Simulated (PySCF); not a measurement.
PySCF input (B3PW91/6-31G* (5d)):

```python
from pyscf import gto, dft

mol = gto.M(
    atom='''
    F    -1.18052945   -0.44662393    0.00012778
    S     0.00107893    0.50509259   -0.00997059
    F     1.17861135   -0.45131845    0.01759770
    ''',
    basis='6-31g*',
    charge=1,
    spin=1,
    verbose=4,
)

mf = dft.UKS(mol, xc='b3pw91')
mf.grids.level = 3
mf.conv_tol = 1e-9
mf.max_cycle = 100
mf.max_memory = 1500
mf.kernel()
if not mf.converged:
    mf = mf.newton()
    mf.kernel(mf.make_rdm1())
mo, _, stable, _ = mf.stability(return_status=True)
if not stable:
    mf.kernel(mf.make_rdm1(mo, mf.mo_occ))
    stable = mf.stability(return_status=True)[2]
mf.dip_moment()
```

Output:

```
PySCF version 2.14.0

[INPUT] verbose = 4
[INPUT] num. atoms = 3
[INPUT] num. electrons = 33
[INPUT] charge = 1
[INPUT] spin (= nelec alpha-beta = 2S) = 1
[INPUT] symmetry False subgroup None
[INPUT] Mole.unit = angstrom
[INPUT] Symbol           X                Y                Z      unit          X                Y                Z       unit  Magmom
[INPUT]  1 F     -1.180529450000  -0.446623930000   0.000127780000 AA   -2.230877342483  -0.843996908377   0.000241469204 Bohr   0.0
[INPUT]  2 S      0.001078930000   0.505092590000  -0.009970590000 AA    0.002038882208   0.954486662647  -0.018841684400 Bohr   0.0
[INPUT]  3 F      1.178611350000  -0.451318450000   0.017597700000 AA    2.227252658804  -0.852868265463   0.033254833422 Bohr   0.0

nuclear repulsion = 118.615030650774
number of shells = 20
number of NR pGTOs = 105
number of NR cGTOs = 46
basis = 6-31g*
ecp = {}

******** <class 'pyscf.dft.uks.UKS'> ********
method = UKS
initial guess = minao
damping factor = 0
level_shift factor = 0
DIIS = <class 'pyscf.scf.diis.CDIIS'>
diis_start_cycle = 1
diis_space = 8
diis_damp = 0
SCF conv_tol = 1e-09
SCF conv_tol_grad = None
SCF max_cycles = 100
direct_scf = True
direct_scf_tol = 1e-13
number electrons alpha = 17  beta = 16
XC library pyscf.dft.libxc version 7.1.2
    S. Lehtola, C. Steigemann, M. J. T. Oliveira, and M. A. L. Marques,  SoftwareX 7, 1–5 (2018)
XC functionals = b3pw91
    A. D. Becke,  J. Chem. Phys. 98, 5648 (1993)
radial grids:
    Treutler-Ahlrichs [JCP 102, 346 (1995); DOI:10.1063/1.469408] (M4) radial grids

becke partition: Becke, JCP 88, 2547 (1988); DOI:10.1063/1.454033
pruning grids: <function nwchem_prune>
grids dens level: 3
symmetrized grids: False
atomic radii adjust function: <function treutler_atomic_radii_adjust>
small_rho_cutoff = 0
Set gradient conv threshold to 3.16228e-05
tot grids = 47408
init E= -598.224621033764
  alpha nocc = 17  HOMO = -0.227364893657753  LUMO = -0.062111349034498
  beta  nocc = 16  HOMO = -0.444865340745093  LUMO = -0.227364893657755

WARN: HOMO -0.227364893657753 >= LUMO -0.227364893657755

cycle= 1 E= -597.193459162715  delta_E= 1.03  |g|= 0.497  |ddm|= 1.56
  alpha nocc = 17  HOMO = -0.632741670072006  LUMO = -0.399491507172336
  beta  nocc = 16  HOMO = -0.705326124818789  LUMO = -0.532763796782998
  HOMO = -0.632741670072  LUMO = -0.532763796783  gap/eV = 2.72054
cycle= 2 E= -596.978918990539  delta_E= 0.215  |g|= 0.943  |ddm|= 1.12
  alpha nocc = 17  HOMO = -0.628262197942711  LUMO = -0.358935480934178
  beta  nocc = 16  HOMO = -0.764816739972073  LUMO = -0.502277674580637
  HOMO = -0.628262197943  LUMO = -0.502277674581  gap/eV = 3.42821
cycle= 3 E= -597.302977219978  delta_E= -0.324  |g|= 0.0776  |ddm|= 0.662
  alpha nocc = 17  HOMO = -0.605077257799321  LUMO = -0.335837205749217
  beta  nocc = 16  HOMO = -0.740238870306277  LUMO = -0.473286951295729
  HOMO = -0.605077257799  LUMO = -0.473286951296  gap/eV = 3.58620
cycle= 4 E= -597.305110376323  delta_E= -0.00213  |g|= 0.0087  |ddm|= 0.0658
  alpha nocc = 17  HOMO = -0.607131350990469  LUMO = -0.335444021809058
  beta  nocc = 16  HOMO = -0.740017902846879  LUMO = -0.471395621574562
  HOMO = -0.60713135099  LUMO = -0.471395621575  gap/eV = 3.69356
cycle= 5 E= -597.305160913967  delta_E= -5.05e-05  |g|= 0.00168  |ddm|= 0.0126
  alpha nocc = 17  HOMO = -0.607690012901167  LUMO = -0.335907902735576
  beta  nocc = 16  HOMO = -0.740311551788839  LUMO = -0.471409368467319
  HOMO = -0.607690012901  LUMO = -0.471409368467  gap/eV = 3.70839
cycle= 6 E= -597.305163624318  delta_E= -2.71e-06  |g|= 0.000358  |ddm|= 0.00346
  alpha nocc = 17  HOMO = -0.607676538095508  LUMO = -0.335827010717774
  beta  nocc = 16  HOMO = -0.740245407636999  LUMO = -0.471288629029875
  HOMO = -0.607676538096  LUMO = -0.47128862903  gap/eV = 3.71130
cycle= 7 E= -597.305163767391  delta_E= -1.43e-07  |g|= 0.0001  |ddm|= 0.000784
  alpha nocc = 17  HOMO = -0.607685268384619  LUMO = -0.335842584375299
  beta  nocc = 16  HOMO = -0.740253696102225  LUMO = -0.471288495800201
  HOMO = -0.607685268385  LUMO = -0.4712884958  gap/eV = 3.71155
cycle= 8 E= -597.305163776136  delta_E= -8.75e-09  |g|= 1.95e-05  |ddm|= 0.000204
  alpha nocc = 17  HOMO = -0.607684545142142  LUMO = -0.335840687451034
  beta  nocc = 16  HOMO = -0.740253319067884  LUMO = -0.471288058411703
  HOMO = -0.607684545142  LUMO = -0.471288058412  gap/eV = 3.71154
cycle= 9 E= -597.305163776144  delta_E= -7.73e-12  |g|= 2.51e-05  |ddm|= 3.36e-05
  alpha nocc = 17  HOMO = -0.607684248231811  LUMO = -0.335840327933777
  beta  nocc = 16  HOMO = -0.740253213089021  LUMO = -0.471287887042573
  HOMO = -0.607684248232  LUMO = -0.471287887043  gap/eV = 3.71153
Extra cycle  E= -597.305163775423  delta_E= 7.21e-10  |g|= 5.24e-05  |ddm|= 4.74e-05
converged SCF energy = -597.305163775423  <S^2> = 0.75347352  2S+1 = 2.0034705
uhf_internal: lowest eigs of H = [0.35147574 0.36912952 0.44279385]
<class 'pyscf.dft.uks.UKS'> wavefunction is stable in the internal stability analysis

WARN: System has nonzero charge 1; the dipole moment is origin-dependent.
Location of origin: [0. 0. 0.]

Dipole moment(X, Y, Z, Debye):  0.00461,  2.03857, -0.04024
```

The dipole moment of an ion depends on the origin.
